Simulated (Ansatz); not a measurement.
Born–Oppenheimer molecular dynamics of C2H10FN3Si (17 atoms, charge 0, multiplicity 1). It goes on from the last frame of an earlier run, with new velocities.

Method: RKS B3LYP-D4/STO-3G (Ansatz).

```json
{
  "ensemble": "NVT, Nosé–Hoover chain",
  "time step": "0.5 fs",
  "steps asked": "150",
  "set temperature": "300 K",
  "thermostat": "time constant 100 fs, chain length 3 (defaults)",
  "seed": "325668"
}
```

First frame:

```xyz
17
Properties=species:S:1:pos:R:3
Si 0.035 0.014 0.051
N -0.202 0.077 1.739
H -1.027 -0.386 2.139
H 0.110 0.864 2.347
F 1.605 0.194 -0.238
N -0.716 1.226 -0.995
C -2.208 1.351 -0.943
H -2.593 0.322 -0.884
H -2.595 1.951 -0.088
H -2.593 1.806 -1.866
C -0.073 2.565 -1.045
H -0.417 3.109 -1.949
H -0.273 3.196 -0.145
H 1.023 2.439 -1.142
N -0.712 -1.505 -0.405
H -0.348 -2.374 0.051
H -0.622 -1.711 -1.423
```

(1) How far do the bonds stretch over the last three quarters of this one trajectory? (Pairs bonded in most of those frames.)

Answers

(1) 
```tsv
bond	mean (Å)	spread (Å)	shortest	longest
Si1–N2	1.733	0.024	1.70	1.79
Si1–F5	1.641	0.026	1.60	1.68
Si1–N6	1.762	0.028	1.72	1.81
Si1–N15	1.760	0.060	1.65	1.83
N2–H3	1.039	0.019	1.01	1.07
N2–H4	1.038	0.018	1.01	1.07
N6–C7	1.494	0.032	1.43	1.54
N6–C11	1.496	0.038	1.43	1.55
C7–H8	1.104	0.010	1.09	1.12
C7–H9	1.113	0.003	1.11	1.12
C7–H10	1.108	0.017	1.08	1.13
C11–H12	1.107	0.009	1.09	1.12
C11–H13	1.114	0.011	1.09	1.13
C11–H14	1.105	0.015	1.08	1.13
N15–H16	1.043	0.012	1.02	1.07
N15–H17	1.043	0.013	1.02	1.07
```

Mean temperature of the second half: 170 K. The conserved energy stayed within 0.16 meV per atom of its start (net change 0.13 meV per atom), so the integration is sound. The mean temperature of the second half is 43 % below the set value. A run of 0.075 ps of so small a system gives no equilibrium averages. Limits of this set-up: minimal basis.

The run took 10 min on 1 thread of Arm Neoverse V2 (shared host), peak memory 0.14 GiB.
